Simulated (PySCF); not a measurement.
# Stationary points of H₂ZrS

Computed with PBE0/[Zr def2-TZVP with ECP28, S def2-TZVP, H def2-TZVP], scalar-relativistic core potentials, density fitting, no spin–orbit coupling, PySCF.

Relaxations began from a few typed shapes. The search is not exhaustive: other isomers or separated fragments can lie lower, and high-lying points may rest on an excited occupation.

```
   spin  group                            bonds                             angles  imaginary modes (cm⁻¹)  ΔE (kJ/mol)  ΔE with ZPE (kJ/mol)
singlet     Cs  Zr–H 1.847 Å (×2), Zr–S 2.178 Å  H–Zr–H 110.0°, H–Zr–S 103.2° (×2)                    none          0.0                   0.0
singlet    C2v  Zr–H 1.882 Å (×2), Zr–S 2.192 Å  H–Zr–H 126.9°, H–Zr–S 116.6° (×2)                    397i         25.8                     –
```

The lowest minimum found is the singlet Cs: Zr–H 1.847 Å (×2), Zr–S 2.178 Å; H–Zr–H 110.0°, H–Zr–S 103.2° (×2).
